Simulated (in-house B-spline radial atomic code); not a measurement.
Successive ionisation energies of caesium; each step leads to the configuration of the next row (after the last: [Ar] 3d10 4s2 4p4). NIST's values go from ground level to ground level; the uncertainty of those that are theory runs from under 0.1 % in few-electron ions to several per cent in heavy many-electron ones. Computed with a radial B-spline atomic code at the basis-set limit: non-relativistic Hartree-Fock, average of the configuration, point nuclei.

This level leaves out relativity, spin-orbit splitting included, which matters for heavy ions.

```
  ion      configuration  ionisation energy (eV)  tabulated value (eV)    tabulated kind  computed minus tabulated (eV)  highest orbital  largest mean radius (bohr)
Cs11+           [Kr] 4d8                   265.2                   261  tabulated theory                            4.2               4d                     0.78183
Cs12+           [Kr] 4d7                       ?                     ?  tabulated theory                              ?                ?                           ?
Cs13+           [Kr] 4d6                   322.0                   316  tabulated theory                            6.0               4d                     0.75663
Cs14+           [Kr] 4d5                   351.4                   352  tabulated theory                           -0.6               4d                      0.7449
Cs15+           [Kr] 4d4                   381.6                   382  tabulated theory                           -0.4               4d                     0.73366
Cs16+           [Kr] 4d3                       ?                     ?  tabulated theory                              ?                ?                           ?
Cs17+           [Kr] 4d2                   443.9                   445  tabulated theory                           -1.1               4d                     0.71251
Cs18+           [Kr] 4d1                       ?                     ?  tabulated theory                              ?                ?                           ?
Cs19+  [Ar] 3d10 4s2 4p6                   595.3                   597  tabulated theory                           -1.7               4p                     0.67797
Cs20+  [Ar] 3d10 4s2 4p5                   628.9                   629  tabulated theory                           -0.1               4p                     0.67105
```

Fill in the row of Cs12+.

ionisation energy (eV): 293.2; tabulated value (eV): 289; computed minus tabulated (eV): 4.2; highest orbital: 4d; largest mean radius (bohr): 0.76892.

Fill in the row of Cs16+.

ionisation energy (eV): 412.4; tabulated value (eV): 413; computed minus tabulated (eV): -0.6; highest orbital: 4d; largest mean radius (bohr): 0.72288.

Fill in the row of Cs18+.

ionisation energy (eV): 476.1; tabulated value (eV): 476; computed minus tabulated (eV): 0.1; highest orbital: 4d; largest mean radius (bohr): 0.70252.
